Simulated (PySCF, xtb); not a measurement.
water (H2O), SMILES O.

xtb with GFN2-xTB at its own geometry gives an orbital gap of 14.39 eV and a dipole moment of 2.22 D.

The structure is a stationary point at PBE0-D3(BJ)/def2-TZVPD.

Problem. What does M06-2X/def2-TZVPD run with PySCF give? (An estimate is asked for; the answer gives what the named calculation found.)

Solution. gap 11.33 eV (levels -10.97 and 0.36 eV), dipole 1.89 D.
